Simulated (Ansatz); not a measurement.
Basis-set extrapolation for `COB(S)OC` (PBE0-D4/def2-TZVP geometry, frozen core, Ansatz). Multiplicity 1, RHF reference.

```csv
,def2-TZVPP,def2-QZVPP
HF,-651.989563,-652.012912
MP2 correlation,-1.091376,-1.173789
CCSD(T) correlation,-1.185371,not run
```

Energies in hartree. Use E(X) = E(∞) + A·exp(−7.88·√X) for Hartree–Fock and E(X) = E(∞) + B·X^(−2.97) for correlation, with X = 3 and 4, and add CCSD(T) minus MP2 of the smaller set to the MP2 limit.

Task: What is the CCSD(T) energy at the basis-set limit?

Result: HF limit: -652.012912 + (-0.023349) × 0.13774 = -652.01613. MP2 limit: -1.173789 + (-0.082413) × 0.74074 = -1.23484. Higher-order term: -1.185371 − (-1.091376) = -0.09400. Total: -653.34497 hartree, 446.4 kJ/mol below CCSD(T)/def2-TZVPP.
